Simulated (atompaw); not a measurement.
# Reading a pseudo-wave (silicon)

Columns: radius, all-electron u(r) and pseudo u(r) of the 3s shell (level -11.01 eV) of silicon in the configuration [Ne] 3s1.75 3p2.25; PBE, scalar-relativistic, PAW (atompaw) scheme, atompaw 4.2.0.5.

```csv
r (bohr),all-electron,pseudo
0.085,0.1518,0.0564
0.169,-0.0537,0.1119
0.254,-0.2404,0.1674
0.338,-0.3295,0.2212
0.423,-0.3314,0.2745
0.508,-0.2710,0.3261
0.592,-0.1749,0.3752
0.677,-0.0596,0.4228
0.762,0.0608,0.4679
0.846,0.1763,0.5098
0.931,0.2847,0.5493
1.015,0.3805,0.5851
1.100,0.4648,0.6180
1.185,0.5362,0.6473
1.269,0.5947,0.6726
1.354,0.6425,0.6944
1.438,0.6794,0.7119
1.523,0.7069,0.7255
1.608,0.7255,0.7349
1.692,0.7361,0.7401
1.777,0.7398,0.7410
1.862,0.7375,0.7377
1.946,0.7302,0.7302
2.031,0.7186,0.7186
2.115,0.7035,0.7035
2.200,0.6854,0.6854
```

How many radial nodes do the two functions have?

The all-electron 3s function has n − l − 1 = 2; the pseudo-wave has 0, since the states of the same l below it are removed with the core.

At about which radius was the pseudo-wave matched?

1.95 bohr. The columns agree to 0.0005 from 1.86 bohr on; several derivatives are matched, so the curves merge somewhat inside the radius.

Where does each function peak?

Outermost all-electron maximum near 1.78 bohr, pseudo maximum near 1.78 bohr (to the table’s step).

Is the pseudo-wave norm-conserving?

No, it belongs to a PAW set: the norm inside the radius is not constrained, and the difference is carried by the augmentation charge.
